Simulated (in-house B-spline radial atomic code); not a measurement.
Configurations of P, with energies counted from [Ne] 3s2 3p3. Level of theory: scalar-relativistic (X2C) BHandHLYP, spin-polarised, spherical fractional occupations, Fermi nucleus of rms radius 3.1889 fm; calculated with an all-electron radial atomic-structure program (B-spline basis). Caution: exact exchange at fractional occupations of open shells leaves self-interaction of up to several eV. Shells without spins written out take the highest spin.

Occupations are held fixed; configurations that lie above the ionisation limit could autoionise.

```
                                          configuration  E - E(ref) (eV)  highest orbital  its <r> (bohr)
                              [Ne] 3s2 3p(1 up, 2 down)           4.4994            3p up           2.547
                                       [Ne] 3s2 3p2 4s1           8.5548            4s up           6.126
                                           [Ne] 3s1 3p4           9.7372          3p down            2.72
                                       [Ne] 3s2 3p2 3d1           10.682            3d up           9.891
                                       [Ne] 3s2 3p2 4d1           11.147            4d up           17.33
[Ne] 3s(1 up, 0 down) 3p(0 up, 3 down) 4p(1 up, 0 down)           19.124            4p up           9.011
                               [He] 2s2 2p5 3s2 3p3 4d1           145.62            4d up           16.08
```

Task: Order these further configurations by energy, lowest first.
A. [Ne] 3s1 3p3 3d1
B. [Ne] 3s2 3p(0 up, 2 down) 4p(0 up, 1 down)
C. [He] 2s2 2p5 3s2 3p3 4f1
D. [Ne] 3s1 3p3 4f1
E. [Ne] 3s1 3p3 4s1

Result: B (10.141 eV), E (12.772 eV), A (14.852 eV), D (15.647 eV), C (145.94 eV).

Task: How far above the reference does [Ne] 3s2 3p(1 up, 1 down) 3d(0 up, 1 down) lie?

Result: 13.237 eV; its least bound orbital is 3d down with <r> = 10.15 bohr.

Task: How far above the reference does [Ne] 3s2 3p(1 up, 1 down) 4s(1 up, 0 down) lie?

Result: 11.062 eV; its least bound orbital is 4s up with <r> = 6.133 bohr.
